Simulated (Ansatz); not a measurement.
Basis-set extrapolation for AlF3H3P (`F[P+](F)(F)[AlH3-]`) (PBE0-D4/def2-TZVP geometry, frozen core, Ansatz 0.2.0). Multiplicity 1, RHF reference.

```
                      def2-TZVPP   def2-QZVPP
                 HF  -882.968541  -883.001724
    MP2 correlation    -0.989394    -1.082625
CCSD(T) correlation    -1.049199      not run
```

Energies in hartree. Use E(X) = E(∞) + A·exp(−7.88·√X) for Hartree–Fock and E(X) = E(∞) + B·X^(−2.97) for correlation, with X = 3 and 4, and add CCSD(T) minus MP2 of the smaller set to the MP2 limit.

Problem. What is the CCSD(T) energy at the basis-set limit?

Solution. HF limit: -883.001724 + (-0.033183) × 0.13774 = -883.00629. MP2 limit: -1.082625 + (-0.093231) × 0.74074 = -1.15168. Higher-order term: -1.049199 − (-0.989394) = -0.05980. Total: -884.21777 hartree, 525.2 kJ/mol below CCSD(T)/def2-TZVPP.
